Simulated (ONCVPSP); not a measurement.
**Which change was made? (Zr, ONCV)**

zirconium, optimised norm-conserving Vanderbilt (ONCV), made with ONCVPSP 4.0.1 (PBEsol, fully relativistic). Core [Ar] 3d10, reference 4s2 4p6 4d2 5s1.5 (charge +0.5). Waves: 4s+5s: rc 2.20 bohr, ncon 3, nbas 6, qcut 5.2 1/bohr, 2 projectors; 4p: rc 2.30 bohr, ncon 5, nbas 8, qcut 6.9 1/bohr, 2 projectors, debl 3.6 Ha; 4d: rc 1.85 bohr, ncon 5, nbas 8, qcut 5.5 1/bohr, local. Local part: the d channel. Core correction: none.

Open shells are filled in proportion to 2j + 1.

Cutoffs, loose and tight: the cutoffs (Ha) at which the residual kinetic energy of the hardest occupied pseudo-wave falls to 1 and 0.1 mHa per electron. They do not see the model core or the augmentation charge, which bear on the density cutoff. Test errors are all-electron minus pseudo excitation energies from the reference, over the configurations 4s2 4p6 4d2 5s2; 4s2 4p6 4d2 5s1; 4s2 4p6 4d2 5s0; 4s2 4p6 4d1 5s2; variants that change the core or the reference have their own tests.

The base gives: outcome: generated; cutoff, loose: 15 Ha; cutoff, tight: 41 Ha; bound ghosts: none; GHOST(+) flags above zero: none; largest test error (meV): -4.0.

**Question.** After one change the result is: outcome: generated; cutoff, loose: 43 Ha; cutoff, tight: 59 Ha; bound ghosts: none; GHOST(+) flags above zero: s; largest test error (meV): -5.0. Which change was it?
A. s: qcut 7.6; p: qcut 10.1; d: qcut 8.1
B. s: qcut 3.5; p: qcut 4.7; d: qcut 3.7
C. s: qcut 4; p: qcut 5.4; d: qcut 4.3

**Answer.** C. The others give: s: qcut 7.6; p: qcut 10.1; d: qcut 8.1 → outcome: generated; cutoff, loose: 21 Ha; cutoff, tight: 26 Ha; bound ghosts: none; GHOST(+) flags above zero: none; largest test error (meV): -2.2 | s: qcut 3.5; p: qcut 4.7; d: qcut 3.7 → outcome: generated; cutoff, loose: 50 Ha; cutoff, tight: 62 Ha; bound ghosts: none; GHOST(+) flags above zero: none; largest test error (meV): -5.2.
